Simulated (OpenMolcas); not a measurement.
A calculation on Co VI.

| Property | Result |
| --- | --- |
| Program | OpenMolcas 26.06 |
| Method | MS-CASPT2, IPEA 0.25 Eh, imaginary shift 0.1 Eh (closed shells correlated: 3s 3p) |
| Basis | ANO-RCC-VQZP [7s6p4d3f2g1h] |
| Scalar Hamiltonian | DKH2, point nucleus |
| Active space | 4 electrons in 10 orbitals (3d 4d) |
| State averaging | 2S+1 = 5 even, 5 roots; 2S+1 = 3 even, 45 roots; 2S+1 = 1 even, 44 roots |
| Spin-orbit coupling | state interaction with AMFI integrals over the reference wave functions, term energies averaged over their components |

Q: Which level of the active space comes out lowest?

A: 3d⁴ ⁵D₀, with 100 % of that term; it is also the measured ground level.

Q: How high does 3d⁴ ⁵D₃ lie?

A: 1194 cm⁻¹ above the lowest level; measured 1125 cm⁻¹ above the ground level, so the calculation is off by +6 %.

Q: How high does 3d⁴ ³P₀(1) lie?

A: 27670 cm⁻¹ above the lowest level; measured 27166 cm⁻¹ above the ground level, so the calculation is off by +2 %.

Q: How high does 3d⁴ ⁵D₁ lie?

A: 212 cm⁻¹ above the lowest level; measured 204 cm⁻¹ above the ground level, so the calculation is off by +4 %.

Measured values: Sugar and Corliss, J. Phys. Chem. Ref. Data 10, 1097 (1981).

CASPT2 breaks the degeneracy within a term, and the mean is taken; among the terms shown or strongly mixed into the levels shown the widest spread is 16 cm-1 (3d⁴ ⁵D). Active for correlation alone: 4d; no level in the range computed is led by a configuration that fills it, so any true level of that kind is missing. Measured partners are found by configuration, term and J. A level has none where our copy of the source lacks it or the pairing is in doubt (some pairs that miss far off the trend of their configuration count as doubtful), and it then counts in no deviation. Only configurations of the active space appear.

A number in round brackets counts repeated terms of one configuration in the order of the reference energies.
